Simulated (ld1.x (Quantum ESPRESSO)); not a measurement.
## Reading a pseudo-wave (As)

Columns: radius, all-electron u(r) and pseudo u(r) of the 4s shell (level -14.73 eV) of arsenic in the configuration [Ar] 3d10 4s1.75 4p3.25; PBEsol, scalar-relativistic, ultrasoft scheme, ld1.x (Quantum ESPRESSO) 7.5.

| r (bohr) | all-electron | pseudo |
| --- | --- | --- |
| 0.095 | -0.1664 | -0.0512 |
| 0.190 | -0.1544 | -0.1030 |
| 0.285 | 0.1401 | -0.1563 |
| 0.380 | 0.3404 | -0.2113 |
| 0.475 | 0.3731 | -0.2683 |
| 0.570 | 0.2825 | -0.3273 |
| 0.665 | 0.1269 | -0.3876 |
| 0.760 | -0.0503 | -0.4486 |
| 0.855 | -0.2226 | -0.5091 |
| 0.950 | -0.3761 | -0.5678 |
| 1.045 | -0.5048 | -0.6232 |
| 1.140 | -0.6073 | -0.6736 |
| 1.235 | -0.6849 | -0.7174 |
| 1.330 | -0.7402 | -0.7532 |
| 1.425 | -0.7760 | -0.7796 |
| 1.520 | -0.7953 | -0.7957 |
| 1.615 | -0.8009 | -0.8009 |
| 1.710 | -0.7954 | -0.7954 |
| 1.805 | -0.7810 | -0.7810 |
| 1.900 | -0.7598 | -0.7598 |
| 1.995 | -0.7333 | -0.7333 |
| 2.090 | -0.7031 | -0.7031 |
| 2.185 | -0.6704 | -0.6704 |
| 2.280 | -0.6361 | -0.6361 |
| 2.375 | -0.6010 | -0.6010 |
| 2.470 | -0.5657 | -0.5657 |

(1) How many radial nodes do the two functions have?

(2) At about which radius was the pseudo-wave matched?

(3) Where does each function peak?

(4) Is the pseudo-wave norm-conserving?

Results:

(1) The all-electron 4s function has n − l − 1 = 3 (the table is too coarse to show those close to the nucleus); the pseudo-wave has 0, since the states of the same l below it are removed with the core.

(2) 1.60 bohr, where the columns begin to agree (steps of 0.10 bohr).

(3) Outermost all-electron maximum near 1.61 bohr, pseudo maximum near 1.61 bohr (to the table’s step).

(4) No, it belongs to an ultrasoft set: the norm inside the radius is not constrained, and the difference is carried by the augmentation charge.
